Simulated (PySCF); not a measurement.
GaF, SMILES [Ga][F] (connectivity only; charge and spin as stated), neutral, multiplicity 1. Atoms are numbered in the order given.

```xyz
2

Ga     0.0000     0.0000    -0.4056
F      0.0000     0.0000     1.3971
```
Charge 0, spin multiplicity 1.

The structure is a stationary point at B3LYP-D3(BJ)/def2-TZVPD.

These are ωB97X/def2-TZVPD (PySCF) values and carry that method's errors.

ESP charges are fitted to the potential on shells at 1.4 to 2.0 van der Waals radii. Atomic charges (e):

| atom | IAO | ESP fit |
|---|---|---|
| Ga1 | ___ | 0.32 |
| F2 | ___ | -0.32 |

Problem. Complete the blanks. (The exact figures need the calculation; the answer reports its results.)

Solution. 
- Ga1, IAO: 0.57
- F2, IAO: -0.57
